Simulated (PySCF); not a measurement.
AlBH6O6

AlBH6O6 is a molecule drawn as a unit of a network glass or zeolite (built as: Al B3, H ends, O bridges), neutral, singlet. The structure, one conformer, was relaxed in the gas phase by PBE0-D3(BJ)/def2-SVP. No frequency run checks that it is a minimum.

SMILES: OB(O)[OH+][Al-]([OH])([OH])[OH]

Coordinates in Å:
```
O1     -0.217    2.130    1.081
B2      0.224    0.852    1.181
O3      1.371    0.386    1.726
O4     -0.737   -0.144    0.881
Al5    -0.285   -0.891   -0.876
O6      0.356   -2.481   -0.871
O7      0.909    0.346   -1.155
O8     -1.915   -0.565   -1.357
H9      0.439    2.813    1.236
H10     2.054    1.046    1.859
H11    -1.598    0.241    0.642
H12    -0.204   -3.253   -0.780
H13     1.817    0.069   -1.292
H14    -2.226   -0.563   -2.262
```

Shieldings: GIAO PBE0/pcSseg-1. Shifts are against computed references at the same level: H TMS (σ 31.27 ppm). Core levels by delta-SCF with SCAN, pcX-2 on the ionised atom and pcseg-1 elsewhere, spin-free X2C (2p3/2 is the spin-free 2p value less a third of a first-order spin-orbit splitting); from the vacuum level, for chosen atoms.

Question: Give the NMR and core-level values of the distinct atoms.

Answer: 
```csv
atoms,bonded to,σ (ppm),δ (ppm),core level (eV)
O1,1 B + 1 H,239.3,-,1s 539.84
B2,3 O,83.4,-,1s 199.28
O3,1 B + 1 H,240.3,-,1s 539.73
O4,1 Al + 1 B + 1 H,245.4,-,1s 540.38
Al5,4 O,490.2,-,2p3/2 80.00
O6,1 Al + 1 H,321.7,-,-
O7,1 Al + 1 H,304.9,-,-
O8,1 Al + 1 H,323.1,-,-
H9,1 O,28.44,2.83,-
H10,1 O,28.70,2.56,-
H11,1 O,26.42,4.85,-
H12,1 O,30.54,0.73,-
H13,1 O,31.02,0.25,-
H14,1 O,30.90,0.37,-
```

Values are those of this one static structure; atoms that internal rotation interchanges would show their mean in an NMR spectrum.

Question: Which of O1, O3, O4 holds its core electrons tightest, and by how much against the loosest?

Answer: O4 (bonded to 1 Al + 1 B + 1 H), by 0.65 eV over O3 (bonded to 1 B + 1 H).

Question: By CAM-B3LYP/def2-SVPD (TDDFT singlets, Tamm-Dancoff triplets, ionisation by delta-SCF), where does absorption start, and what does vertical ionisation take?

Answer: The lowest singlet lies at 6.99 eV (f 0.025), the strongest of the first 6 at 7.32 eV (f 0.067), the lowest triplet at 6.72 eV; vertical ionisation takes 10.68 eV.
